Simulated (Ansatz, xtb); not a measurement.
**Relative energy of two conformers of CH2GaO**

Structure X is `O[CH][Ga]`, a doublet and structure Y is `O[CH][Ga]`, a doublet. Both are isolated molecules in the gas phase, relaxed with PBE0-D3(BJ)/def2-SVP.

X (Å):

```xyz
5

C    -0.5438    0.0257   -0.4283
Ga   -0.4165   -0.3841    1.5530
O     0.3377    0.3915   -1.3768
H    -1.5421   -0.0506   -0.9013
H     1.2189    0.4660   -0.9920
```

Y (Å):

```xyz
5

C     0.1739    0.0949   -0.0981
Ga    1.7828   -1.1151    0.1022
O    -0.5163    0.1753   -1.2558
H    -1.2517    0.7952   -1.1835
H    -0.2235    0.7437    0.7077
```

Energies in hartree; the thermal terms are from PBE0-D3(BJ)/def2-SVP harmonic frequencies (ideal gas, rigid rotor, one conformer each, 298.15 K, 1 atm) and include the zero-point energy:

|  | X | Y |
| --- | --- | --- |
| E, CCSD(T)/def2-SVP | −2037.262247 | −2037.261267 |
| E, MP2/def2-SVP | −2037.228466 | −2037.227486 |
| E, MP2/def2-TZVPP | −2037.706192 | −2037.705625 |
| zero-point energy | 0.028420 | 0.027882 |
| H(298 K) − E | 0.033598 | 0.033135 |
| G(298 K) − E | 0.000546 | −0.000068 |

Task: Correct the CCSD(T) difference for the basis set by the MP2 change, then work out ΔE, ΔE₀, ΔH and ΔG for X → Y in kcal/mol (1 Eh = 627.51 kcal/mol) and the equilibrium ratio [Y]/[X].

Result: 1. Differences Y − X: CCSD(T) +0.000980, MP2 in the small set +0.000980, MP2 in the large set +0.000567 Eh.
2. ΔE = +0.000980 + (+0.000567 − (+0.000980)) = +0.000567 Eh = +0.36 kcal/mol.
3. ΔE₀ = ΔE + ΔZPE = +0.000567 + (−0.000538) Eh = +0.02 kcal/mol.
4. ΔH = ΔE + (−0.000463) Eh = +0.07 kcal/mol.
5. ΔG = ΔE + (−0.000614) Eh = −0.03 kcal/mol, so ΔS = (ΔH − ΔG)/T = +1.3 J/(mol K).
6. kT = 0.9442 mEh, so K = [Y]/[X] = exp(−ΔG/kT) = exp(+0.05) ≈ 1.1.

The two are too close for this level to say which is favoured. An error of 1 kcal/mol in ΔG would change K by a factor of 5.4. Mirror images and further conformers aren't counted.

Other levels gave ΔE = +0.9 (PBE0-D3(BJ)/def2-SVP); −0.9 (HF/def2-SVP); +0.6 (MP2/def2-SVP); +0.6 (CCSD(T)/def2-SVP) kcal/mol. Open shells are spin-unrestricted. The correlated steps freeze 11 core orbitals; the filled d shell of Ga is correlated, in a basis made for valence electrons. Programs: Ansatz 0.2.0.
